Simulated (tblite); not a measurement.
Compound: C7H9N2 (charge +1).
Cartesian coordinates in Å at the GFN2-xTB level; atoms count from 1:
```xyz
18
C7H9N2 angstrom
C     -2.6186    2.3857   -0.5303
C     -1.8792    1.4591   -0.3420
C     -1.0239    0.3440   -0.1163
C     -1.6207   -0.8945    0.1110
N     -2.9272   -1.0692    0.1246
C      0.3575    0.5686   -0.1378
C      1.3802   -0.3483    0.0523
C      2.7034    0.0416    0.0002
N      3.7294   -0.7723    0.1716
H     -3.2443    3.2120   -0.6977
H     -1.0101   -1.7686    0.2862
H     -3.5310   -0.2723   -0.0363
H     -3.3469   -1.9699    0.2903
H      0.6523    1.5942   -0.3270
H      1.1647   -1.3891    0.2453
H      2.9428    1.0801   -0.1926
H      4.6794   -0.4404    0.1246
H      3.5835   -1.7544    0.3556
```

Calculated harmonic vibrations of the isolated species, GFN2-xTB (tblite), most abundant isotopes, no scaling. Against measured fundamentals such values can be off by several per cent, at times by over 20. One conformer, not necessarily the lowest.

Harmonic wavenumbers (cm⁻¹): 79.5, 99.4, 122.8, 138.5, 194.4, 219.0, 260.2, 343.2, 351.9, 407.0, 459.0, 523.3, 531.8, 552.4, 585.0, 596.7, 626.7, 688.1, 703.8, 813.8, 853.7, 890.3, 904.9, 984.3, 995.8, 1014.8, 1184.8, 1238.3, 1275.5, 1279.4, 1286.6, 1332.7, 1352.8, 1432.2, 1449.8, 1533.1, 1563.1, 1623.5, 2256.2, 3059.1, 3060.8, 3084.5, 3091.9, 3389.7, 3392.0, 3431.1, 3487.9, 3495.0.

A = 3459, B = 729.1, C = 602.1 MHz; mass 121.077 u (most abundant isotopes); point group Cs, symmetry number 1.

Question: Zero-point energy?

Answer: Half the sum of the wavenumbers: 31120 cm⁻¹ = 88.98 kcal/mol.

Question: Give the ideal-gas entropy at 400 K and 1 bar in the rigid-rotor, harmonic-oscillator model (classical rotation).

Answer: Translation 41.77, rotation 30.61, vibration 38.82: S = 111.2 cal/(mol K).

Question: And Cp and H(400 K) − H(0)?

Answer: Cp = 49.48 cal/(mol K), of which vibrations give 41.53 (their classical limit is 48 R = 95.4); H(400 K) − H(0) = 11.65 kcal/mol without the zero-point energy, 8.48 from vibrations.

Question: How do the functions run with temperature in this model?

Answer: 
```tsv
T (K)	S (cal/(mol K))	Cp (cal/(mol K))	H − H(0) (kcal/mol)	G − H(0) (kcal/mol)	ln q(vib)
150	76.5	24.1	2.29	-9.19	2.31
250	91.4	35.2	5.26	-17.60	4.88
298.15	98.1	40.2	7.08	-22.16	6.15
600	134.0	62.9	22.99	-57.41	14.10
900	162.1	75.4	43.89	-101.98	21.35
```

q(vib) and H(0) count from the zero-point level.

Question: What must be added to the electronic energy to get the Gibbs energy at 400 K and 1 bar?

Answer: ZPE + [H(400 K) − H(0)] − T·S = 88.98 + 11.65 − 44.48 = 56.15 kcal/mol.

Question: Which modes carry the vibrational entropy at 400 K?

Answer: 79.5 cm⁻¹: 4.48; 99.4 cm⁻¹: 4.04; 122.8 cm⁻¹: 3.63; 138.5 cm⁻¹: 3.39; 194.4 cm⁻¹: 2.74; 219.0 cm⁻¹: 2.51 cal/(mol K); the other 42 give 18.03 together.

Hindered rotation and anharmonicity are outside this model. Other conformers, if any are populated, would add a mixing term that is left out.
